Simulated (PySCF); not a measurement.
trans-(1S,2S)-1,2-dimethylcyclopropane (C5H10), SMILES C[C@H]1C[C@@H]1C. Geometry: PBE0-D3(BJ)/def2-SVP.

Question: Give the equilibrium geometry at PBE0-D3(BJ)/def2-SVP (PySCF confirms it by a frequency run) as Cartesian coordinates in Å, and its point group. (An estimate is asked for; the answer gives what the named calculation found.)

Answer: point group C2.
```xyz
15

C     -1.9481     0.0720    -0.5009
C     -0.6049    -0.4447    -0.0615
C      0.0000     0.0000     1.2405
C      0.6049     0.4447    -0.0615
C      1.9481    -0.0720    -0.5009
H     -2.0822     1.1238    -0.2027
H     -2.7703    -0.5069    -0.0503
H     -2.0619     0.0199    -1.5956
H     -0.4087    -1.4890    -0.3339
H      0.5509    -0.7345     1.8356
H     -0.5509     0.7345     1.8356
H      0.4087     1.4890    -0.3339
H      2.7703     0.5069    -0.0503
H      2.0822    -1.1238    -0.2027
H      2.0619    -0.0199    -1.5956
```
